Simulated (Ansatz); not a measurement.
Consider the hydrogenolysis of a B–S bond: `BB(O)S` + H₂ → `BBO` + H₂S.

Program: Ansatz. Geometries: PBE0-D4/def2-TZVP. ΔE: electronic, gas phase. CCSD(T)/CBS adds triple-zeta CCSD(T) − MP2 to the extrapolated MP2 energy (def2 sets, frozen cores). This one scheme is used for every species. Functionals use def2-TZVPP. B3LYP here is the variant with VWN-RPA as its local correlation; programs differ in this. HSE06 is defined as in plane-wave codes. Each species was taken in one conformer, which may not be the lowest.

`BB(O)S`:

Cartesian coordinates in Å:
```
B -0.939 0.553 -0.233
B 0.549 -0.076 0.200
O 1.636 0.495 0.782
S 0.736 -1.852 -0.182
H -1.145 0.978 -1.335
H -1.880 0.507 0.508
H 1.527 1.427 0.979
H -0.483 -2.033 -0.720
```

H₂:

```xyz
2

H    -0.334    0.167    0.008
H     0.334   -0.167   -0.008
```

`BBO`:

Z-matrix (Å, degrees):
```
B
B 1 1.671
H 1 1.200 2 122.0
H 1 1.200 2 122.0 3 -174.5
O 2 1.357 1 123.3 3 -92.7
H 2 1.214 1 118.1 3 87.3
H 5 0.960 2 113.4 1 -180.0
```

H₂S:

```xyz
3

S    -0.497   -0.331    0.163
H    -0.132    0.307   -0.959
H     0.630    0.024    0.796
```

```json
{"level": "LDA (SPW92)", "ΔE (kJ/mol)": "65.8", "difference from CCSD(T)/CBS": "12.5"}
{"level": "PBE-D4", "ΔE (kJ/mol)": "63.6", "difference from CCSD(T)/CBS": "10.3"}
{"level": "revPBE-D4", "ΔE (kJ/mol)": "67.9", "difference from CCSD(T)/CBS": "14.6"}
{"level": "r2SCAN-D4", "ΔE (kJ/mol)": "63.4", "difference from CCSD(T)/CBS": "10.1"}
{"level": "B97M-V", "ΔE (kJ/mol)": "56.0", "difference from CCSD(T)/CBS": "2.7"}
{"level": "PBE0-D4", "ΔE (kJ/mol)": "57.6", "difference from CCSD(T)/CBS": "4.3"}
{"level": "B3LYP-D4", "ΔE (kJ/mol)": "52.9", "difference from CCSD(T)/CBS": "-0.4"}
{"level": "r2SCANh-D4", "ΔE (kJ/mol)": "61.2", "difference from CCSD(T)/CBS": "7.9"}
{"level": "r2SCAN0-D4", "ΔE (kJ/mol)": "58.2", "difference from CCSD(T)/CBS": "4.9"}
{"level": "HSE06-D4", "ΔE (kJ/mol)": "57.7", "difference from CCSD(T)/CBS": "4.4"}
{"level": "BHLYP-D4", "ΔE (kJ/mol)": "46.3", "difference from CCSD(T)/CBS": "-7.0"}
{"level": "CAM-B3LYP-D4", "ΔE (kJ/mol)": "46.4", "difference from CCSD(T)/CBS": "-6.9"}
{"level": "ωB97X-V", "ΔE (kJ/mol)": "49.2", "difference from CCSD(T)/CBS": "-4.1"}
{"level": "B2PLYP", "ΔE (kJ/mol)": "49.1", "difference from CCSD(T)/CBS": "-4.2"}
{"level": "PBE-QIDH", "ΔE (kJ/mol)": "54.9", "difference from CCSD(T)/CBS": "1.6"}
{"level": "PBE", "ΔE (kJ/mol)": "57.8", "difference from CCSD(T)/CBS": "4.5"}
{"level": "revPBE", "ΔE (kJ/mol)": "53.9", "difference from CCSD(T)/CBS": "0.6"}
{"level": "BLYP", "ΔE (kJ/mol)": "45.8", "difference from CCSD(T)/CBS": "-7.5"}
{"level": "PBE0", "ΔE (kJ/mol)": "52.6", "difference from CCSD(T)/CBS": "-0.7"}
{"level": "r2SCANh", "ΔE (kJ/mol)": "59.8", "difference from CCSD(T)/CBS": "6.5"}
{"level": "r2SCAN0", "ΔE (kJ/mol)": "56.6", "difference from CCSD(T)/CBS": "3.3"}
{"level": "HSE06", "ΔE (kJ/mol)": "53.0", "difference from CCSD(T)/CBS": "-0.3"}
{"level": "BHLYP", "ΔE (kJ/mol)": "38.4", "difference from CCSD(T)/CBS": "-14.9"}
{"level": "CAM-B3LYP", "ΔE (kJ/mol)": "41.2", "difference from CCSD(T)/CBS": "-12.1"}
{"level": "LC-ωPBE", "ΔE (kJ/mol)": "46.5", "difference from CCSD(T)/CBS": "-6.8"}
{"level": "RPA@PBE/def2-TZVPP", "ΔE (kJ/mol)": "46.8", "difference from CCSD(T)/CBS": "-6.5"}
{"level": "HF/def2-SVP", "ΔE (kJ/mol)": "23.3", "difference from CCSD(T)/CBS": "-30.0"}
{"level": "MP2/def2-SVP", "ΔE (kJ/mol)": "55.8", "difference from CCSD(T)/CBS": "2.5"}
{"level": "CCSD/def2-SVP", "ΔE (kJ/mol)": "42.3", "difference from CCSD(T)/CBS": "-11.0"}
{"level": "CCSD(T)/def2-SVP", "ΔE (kJ/mol)": "47.8", "difference from CCSD(T)/CBS": "-5.5"}
{"level": "HF/def2-TZVPP", "ΔE (kJ/mol)": "24.7", "difference from CCSD(T)/CBS": "-28.6"}
{"level": "MP2/def2-TZVPP", "ΔE (kJ/mol)": "60.1", "difference from CCSD(T)/CBS": "6.8"}
{"level": "SCS-MP2/def2-TZVPP", "ΔE (kJ/mol)": "50.6", "difference from CCSD(T)/CBS": "-2.7"}
{"level": "CCSD(T)/def2-TZVPP", "ΔE (kJ/mol)": "51.4", "difference from CCSD(T)/CBS": "-1.9"}
{"level": "HF/def2-QZVPP", "ΔE (kJ/mol)": "23.9", "difference from CCSD(T)/CBS": "-29.4"}
{"level": "MP2/def2-QZVPP", "ΔE (kJ/mol)": "60.9", "difference from CCSD(T)/CBS": "7.6"}
{"level": "SCS-MP2/def2-QZVPP", "ΔE (kJ/mol)": "51.5", "difference from CCSD(T)/CBS": "-1.8"}
{"level": "HF/CBS(def2)", "ΔE (kJ/mol)": "23.8", "difference from CCSD(T)/CBS": "-29.5"}
{"level": "MP2/CBS(def2)", "ΔE (kJ/mol)": "62.0", "difference from CCSD(T)/CBS": "8.7"}
{"level": "CCSD/CBS(def2)", "ΔE (kJ/mol)": "46.2", "difference from CCSD(T)/CBS": "-7.1"}
{"level": "CCSD(T)/CBS", "ΔE (kJ/mol)": "53.3", "difference from CCSD(T)/CBS": "0"}
```

Largest T1 diagnostic among the species: 0.014.

From BLYP to BHLYP (50 % exact exchange), in def2-TZVPP and without D4, ΔE moves by −7.5 kJ/mol. In def2-TZVPP, CCSD(T) changes the Hartree–Fock value by +26.7 kJ/mol (the triples alone add +7.0 kJ/mol) and MP2 by +35.4 kJ/mol. At CCSD(T), def2-SVP lies −5.5 kJ/mol from the extrapolated value and def2-TZVPP −1.9 kJ/mol.
